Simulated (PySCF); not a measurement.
## The potential of point charges around `C/C=C(\C#N)C#CC#N`

Species: `C/C=C(\C#N)C#CC#N`. Coordinates (GFN2-xTB, Å) and charges (e) from the PBE0/pcSseg-1 density (PySCF):

```tsv
atom	x	y	z	Mulliken	IAO	Hirshfeld	ESP-fitted
C1	-2.378	0.195	-0.318	-0.2051	-0.4330	-0.1014	-0.4688
C2	-0.923	0.425	-0.469	-0.0585	-0.0390	+0.0319	+0.1694
C3	0.027	-0.230	0.226	-0.3841	-0.0766	+0.0140	-0.3605
C4	-0.291	-1.224	1.190	+0.1376	+0.1399	+0.0849	+0.5749
N5	-0.539	-2.027	1.969	-0.2216	-0.2126	-0.1944	-0.4833
C6	1.405	0.012	0.061	+0.3914	+0.0430	+0.0127	+0.1546
C7	2.598	0.193	-0.054	+0.0419	-0.0658	-0.0182	-0.2994
C8	3.929	0.421	-0.210	-0.0707	+0.1445	+0.0885	+0.5401
N9	5.053	0.617	-0.347	-0.2112	-0.1951	-0.1762	-0.4428
H10	-2.592	-0.569	0.426	+0.1551	+0.1680	+0.0541	+0.1562
H11	-2.871	1.124	-0.028	+0.1541	+0.1750	+0.0661	+0.1660
H12	-2.805	-0.107	-1.275	+0.1540	+0.1750	+0.0661	+0.1655
H13	-0.616	1.171	-1.190	+0.1171	+0.1768	+0.0715	+0.1279
```

Points outside the species (Å): A (1.8, 1.8, -4.6); B (-5.8, 2.8, 1.0); C (-8.5, -3.6, 2.8).

Task: Find the potential V = 14.3996 V·Å × Σ q/r of each set of charges at these points.

Result: In volts:

```tsv
point	nearest atom	distance (Å)	Mulliken	IAO	Hirshfeld	ESP-fitted
A	H13	4.23	+0.162	+0.169	+0.145	+0.227
B	H11	3.53	+0.483	+0.339	+0.283	+0.367
C	H10	7.05	+0.120	+0.064	+0.054	+0.059
```

Task: How far are the other sets from the ESP-fitted one at these points?

Result: Root-mean-square difference: IAO 0.037 V, Hirshfeld 0.068 V, Mulliken 0.085 V. The ESP scheme is a least-squares fit of atom-centred charges to the potential on four shells outside the van der Waals surface, with the total charge fixed.

Task: What energy would a point charge of -1 e have at B in the field of the ESP charges, leaving out polarisation?

Result: -0.367 eV = -35.4 kJ/mol, an attraction.

Isolated species at its GFN2-xTB geometry, gas phase.
